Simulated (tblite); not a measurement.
Species: C6H8F2S2.
Cartesian coordinates in Å at the GFN2-xTB level; atoms count from 1:
```xyz
18
C6H8F2S2 angstrom
F      2.9090    0.1150    0.9030
C      1.9164    0.6837    0.1762
F      1.1525    1.3662    1.0568
C      1.1386   -0.3986   -0.5709
C      0.3217   -1.2967    0.3660
C     -0.8914   -0.6400    0.9486
S     -1.1717   -0.6511    2.5448
C     -1.8601   -0.0305   -0.0130
C     -1.2073    1.0385   -0.8852
S      0.1252    0.3285   -1.8991
H      2.3745    1.4127   -0.5104
H      1.8874   -1.0021   -1.0927
H     -0.0049   -2.1683   -0.2114
H      0.9710   -1.6430    1.1742
H     -2.2580   -0.8172   -0.6627
H     -2.6884    0.4150    0.5410
H     -0.8002    1.8469   -0.2799
H     -1.9229    1.4472   -1.5969
```

Method: GFN2-xTB as coded in tblite; computed harmonic values from a numerical Hessian at the method's own geometry, unscaled. The method is semi-empirical: single wavenumbers can be off by several per cent or more. One conformer, not necessarily the lowest.

Harmonic wavenumbers (cm⁻¹): 51.1, 73.4, 87.5, 184.3, 203.2, 228.1, 271.9, 331.5, 344.7, 391.2, 413.0, 499.3, 552.0, 675.7, 696.7, 728.8, 773.3, 855.8, 899.5, 938.2, 965.6, 1020.3, 1024.0, 1048.4, 1084.4, 1097.5, 1134.2, 1152.8, 1181.2, 1221.1, 1239.9, 1246.8, 1264.5, 1273.9, 1286.0, 1297.5, 1340.3, 1435.9, 1443.1, 1448.7, 2897.7, 2938.4, 2941.6, 2958.4, 2981.1, 2991.5, 3005.4, 3012.5.

A = 1175, B = 953.3, C = 648.8 MHz; mass 182.004 u (most abundant isotopes); point group C1, symmetry number 1.

Task: Zero-point energy?

Result: Half the sum of the wavenumbers: 28566 cm⁻¹ = 81.67 kcal/mol.

Task: Give the ideal-gas entropy at 298.15 K and 1 bar in the rigid-rotor, harmonic-oscillator model (classical rotation).

Result: Translation 41.53, rotation 30.47, vibration 28.47: S = 100.5 cal/(mol K).

Task: And Cp and H(298.15 K) − H(0)?

Result: Cp = 38.60 cal/(mol K), of which vibrations give 30.65 (their classical limit is 48 R = 95.4); H(298.15 K) − H(0) = 6.91 kcal/mol without the zero-point energy, 4.54 from vibrations.

Task: How do the functions run with temperature in this model?

Result: 
```tsv
T (K)	S (cal/(mol K))	Cp (cal/(mol K))	H − H(0) (kcal/mol)	G − H(0) (kcal/mol)	ln q(vib)
150	79.8	23.5	2.33	-9.65	2.87
250	94.1	33.5	5.17	-18.36	5.43
400	113.3	48.9	11.38	-33.94	9.29
600	136.2	64.2	22.80	-58.94	14.41
900	165.1	77.9	44.32	-104.31	21.67
```

q(vib) and H(0) count from the zero-point level.

Task: Which modes carry the vibrational entropy at 298.15 K?

Result: 51.1 cm⁻¹: 4.77; 73.4 cm⁻¹: 4.06; 87.5 cm⁻¹: 3.72; 184.3 cm⁻¹: 2.28; 203.2 cm⁻¹: 2.10; 228.1 cm⁻¹: 1.89 cal/(mol K); the other 42 give 9.64 together.

Task: What must be added to the electronic energy to get the Gibbs energy at 298.15 K and 1 bar?

Result: ZPE + [H(298.15 K) − H(0)] − T·S = 81.67 + 6.91 − 29.96 = 58.62 kcal/mol.

Hindered rotation and anharmonicity are outside this model. Other conformers, if any are populated, would add a mixing term that is left out. The structure is chiral; the term R ln 2 for an equal mix with its mirror image is left out.

On Intel Xeon, one thread, no GPU, shared host, this took 1.6 s of wall time. This covers the Hessian and the dipole derivatives.
